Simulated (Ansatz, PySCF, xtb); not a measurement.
Pair of molecules: PH3 (SMILES P) (first 4 atoms) with H2 (SMILES [H][H]); geometry from B3LYP-D3(BJ)/def2-TZVP.
(charge 0, multiplicity 1):
```json
[
 {"atom": "P", "x (Å)": "-0.1717", "y (Å)": "0.1568", "z (Å)": "-0.1407"},
 {"atom": "H", "x (Å)": "-1.4919", "y (Å)": "-0.1172", "z (Å)": "0.2992"},
 {"atom": "H", "x (Å)": "-0.4900", "y (Å)": "-0.0507", "z (Å)": "-1.5078"},
 {"atom": "H", "x (Å)": "0.2610", "y (Å)": "-1.1800", "z (Å)": "0.0525"},
 {"atom": "H", "x (Å)": "0.0829", "y (Å)": "-0.2680", "z (Å)": "3.5127"},
 {"atom": "H", "x (Å)": "0.3082", "y (Å)": "0.2220", "z (Å)": "2.9995"}
]
```

Interaction energies are E(AB) − E(A) − E(B) at the monomers' geometry in the complex; basis-set methods are counterpoise corrected.

Programs: Ansatz (Gaussian basis) for Hartree–Fock, density functionals and correlated methods; PySCF for the dispersion terms; xtb for the GFN methods. Values without a source in brackets are computed.

Problem. One of these levels gives -0.61 kcal/mol for the interaction energy. Which one is it?
(A) PBE-D4/def2-TZVPPD
(B) GFN2-xTB
(C) GFN-FF

Solution. A, PBE-D4/def2-TZVPPD. The others give -0.24 (GFN-FF), -1.03 (GFN2-xTB)

Ansatz is an electronic-structure program.
